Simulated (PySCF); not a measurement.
Compound: C8H9OP.
Bonds: C1–C2, C2–O3 (double), C2–C4, C4–C5 (aromatic), C5–P6 (aromatic), P6–C7 (aromatic), C7–C8 (aromatic), C8–C9, C8–C10 (aromatic), C4–C10 (aromatic). Hydrogens: H11, H12, H13 on C1; H14 on C5; H15 on C7; H16, H17, H18 on C9; H19 on C10.

Method: PySCF, TDDFT B3LYP/def2-SVPD, vertical, gas phase, core orbitals frozen in the response. Isolated species at its PBE0-D3(BJ)/def2-SVP geometry (one conformer only). Torsions of this conformer, `[CH3:1][C:2](=[O:3])[c:4]1[cH:5][p:6][cH:7][c:8]([CH3:9])[cH:10]1`: C1–C2–C4–C5 -3°.

Kohn–Sham orbitals with the atoms that hold most of them (Löwdin shares over 4%, at most four atoms; ? is withheld):

```
orbital  ε (eV)                           atoms
 LUMO+2    0.04  C2 20%, C8 15%, O3 13%, C7 11%
 LUMO+1   -1.67  P6 29%, C5 24%, C8 10%, C10 9%
   LUMO       ?                               ?
   HOMO   -7.04                               ?
 HOMO-1   -7.19   O3 52%, P6 12%, C2 10%, C4 8%
 HOMO-2   -7.59  C7 24%, C8 17%, C4 16%, C5 15%
 HOMO-3   -7.86  P6 52%, C7 11%, O3 10%, C5 10%
```

**Question.** Give the leading atoms of the LUMO.

**Answer.** C7 (bonded to C, P and H) 16%; C2 (bonded to 2 C and O) 15%; O3 (bonded to C) 14%; C10 (bonded to 2 C and H) 12%. By element: carbon 43% or more, oxygen 14%.

**Question.** Which atoms hold the HOMO, and with what shares?

**Answer.** P6 (bonded to 2 C) 28%; C10 (bonded to 2 C and H) 20%; C5 (bonded to C, P and H) 16%; C7 (bonded to C, P and H) 10%. By element: carbon 47% or more, phosphorus 28%.

**Question.** What is the LUMO energy, and the HOMO–LUMO gap?

**Answer.** ε(LUMO) = -2.25 eV; the gap is 4.79 eV (0.1760 hartree).

**Question.** How does S1 compare with the orbital gap of 4.79 eV?

**Answer.** S1 is at 3.61 eV (f = 0.0000), 1.18 eV below the gap, made of HOMO-1→LUMO (89%). Its leading pair isn't HOMO and LUMO; the energies of that pair differ by 4.94 eV. 

**Question.** One configuration dominates each of S1 and S2. Which, and how do the shares of the two leading atoms of either orbital change from the occupied to the empty one?

**Answer.** 
- S1 (3.61 eV, f 0.0000), HOMO-1→LUMO (89%): O3 52% → 14%, P6 12% → at most 12%, C7 at most 9% → 16%, C2 10% → 15%
- S2 (4.14 eV, f 0.028), HOMO→LUMO (73%): P6 28% → at most 12%, C10 20% → 12%, C7 10% → 16%, C2 at most 10% → 15%

On one thread of an Arm Neoverse V2, no GPU, shared host with 96 logical CPUs at a one-minute load of 65, this took 9.4 min (with the writing of density and orbital grids) and 1.2 GiB of memory at its peak.
